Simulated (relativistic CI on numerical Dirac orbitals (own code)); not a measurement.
One change at a time: Xe24+

Base calculation: Dirac-Coulomb-Breit CI, KLI orbitals optimised for each configuration, model QED (radiative potential, 1s self-energy scaled to tabulated hydrogen-like ionisation energies), unscaled Slater integrals.

Configuration list (outside the closed core [Ar]): 3d10.4s2, 3d10.4s.4p, 3d10.4p2, 3d10.4s.4d, 3d10.4d2, 3d10.4s.4f, 3d10.4p.4d, 3d10.4f2, 3d10.4p.4f, 3d10.4d.4f, 3d10.4s.5s, 3d10.4s.5p, 3d10.4s.5d, 3d10.4s.5f, 3d10.4s.5g, 3d10.4s.6s, 3d10.4s.6p, 3d10.4s.6d, 3d10.4s.6f, 3d10.4s.7s, 3d9.4s2.4p, 3d9.4s2.4d, 3d9.4s2.4f, 3d9.4s2.5s, 3d9.4s2.5p, 3d9.4s2.5d. Double excitations out of closed p, d and f shells are left out; levels of such configurations are missing from the list, as are those of other unlisted configurations, and high levels can miss mixing partners. These lack a partner that the ground configuration has and come out too high: 3d9.4s2.4p, 3d9.4s2.4d, 3d9.4s2.4f, 3d9.4s2.5s, 3d9.4s2.5p.

Variants: (1) P86 correlation estimate; (2) non-relativistic limit. Shifts of the energy above 3d10.4s2 1S_0, in cm⁻¹, for the lowest level and the first level of each name with at least 55 % of one term (blank where a level changes its place among those of its configuration and J or its character, or is not in the variant):

```tsv
Level	Base	Δ(1)	Δ(2)
3d10.4s2 1S_0	0	0	0
3d10.4s.4p 3P°_0	368698	+572	-23578
3d10.4s.4p 3P°_1	393130	+574	-48010
3d10.4s.4p 3P°_2	512384	+572	-167263
3d10.4s.4p 1P°_1	610187	+591	-147159
3d10.4p2 3P_0	859004	+1118	-79402
3d10.4p2 3P_1	975476	+1121	-195874
3d10.4p2 1D_2	980074	+1128	
3d10.4p2 3P_2	1115164	+1130	
3d10.4p2 1S_0	1187091	+1119	-312099
3d10.4s.4d 3D_1	1242913	+1267	-180091
3d10.4s.4d 3D_2	1252368	+1268	-189546
3d10.4s.4d 3D_3	1270755	+1269	-207934
3d10.4s.4d 1D_2	1348581	+1293	-207360
3d10.4p.4d 3F°_2	1632290	+1775	-211283
3d10.4p.4d 3F°_3	1691513	+1820	-270506
3d10.4p.4d 3D°_1	1715641	+1750	
3d10.4p.4d 3F°_4	1797824	+1866	-376817
3d10.4p.4d 3P°_0	1830419	+1748	-351234
3d10.4p.4d 3P°_1	1835041	+1748	
3d10.4p.4d 1P°_1	1927468	+1778	-355285
3d10.4s.4f 3F°_2	2034013	+7540	-203935
```

At this charge energies of transitions that change n are usually good to better than 1 %, and those within a shell (Δn = 0) to a few per cent.

Ionisation energy from the two ground configurations alone: base 817.752 eV; P86 correlation estimate 818.642 eV. The NIST ASD value (theoretical) is 818 eV.

LS names give the leading component of a level, which can be under half, so a name can repeat, a term be missing and a line seem to break the LS rules.
